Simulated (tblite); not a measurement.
Species: C5H9NP (charge -1).
SMILES with atom numbers: `[CH3:1][C:2]#[C:3][P-:4][N:5]([CH3:6])[CH3:7]` (hydrogens: H8, H9, H10 on C1; H11, H12, H13 on C6; H14, H15, H16 on C7)

Structure optimised with GFN2-xTB, isolated species.

Task: List the bond lengths, angles and torsions at this level.

Result: 
| bond | length (Å) |
| --- | --- |
| C1–C2 | 1.457 |
| C2≡C3 | 1.214 |
| C3–P4 | 1.737 |
| P4–N5 | 1.791 |
| N5–C6, N5–C7 | 1.437 |
| C1–H8, C1–H9, C1–H10 | 1.096 |
| C6–H11 and 3 like bonds | 1.103 |
| C6–H12, C7–H16 | 1.089 |

Bonds in one row agree within 0.01 Å and their mean is given. A selection of angles:
| angle | degrees |
| --- | --- |
| C2–C1–H8 | 110.7 |
| C2–C1–H9 | 110.2 |
| H8–C1–H9 | 108.0 |
| C1–C2–C3 | 173.7 |
| C2–C3–P4 | 171.5 |
| C3–P4–N5 | 95.8 |
| P4–N5–C6 | 114.9 |
| C6–N5–C7 | 111.7 |
| N5–C6–H11 | 113.7 |
| N5–C6–H12 | 108.7 |
| H11–C6–H12 | 108.4 |
| H12–C6–H13 | 109.1 |
| N5–C7–H16 | 108.4 |

Torsions: C3–P4–N5–C6 138° (anticlinal). The mirror-image conformer, all signs reversed, is as good.

N5 (nitrogen bonded to 2 C and P) is pyramidal (angles 115.3°, 114.9° and 111.7°, sum 341.8°, 0.39 Å off the plane of its three neighbours). The 2 C–C bonds span 1.214 Å (C2≡C3, drawn triple) to 1.457 Å (C1–C2, drawn single), a spread of 0.243 Å. Of the pairs four or more bonds apart, C3···H16 is among the closest relative to their van der Waals radii: 2.99 Å, 103 % of the sum of Bondi's values.

Point group: C1 (no symmetry element, even within 0.4 Å). GFN2-xTB frequencies show an imaginary mode (21i cm⁻¹), so the point is no minimum at that level.

These are computed values.
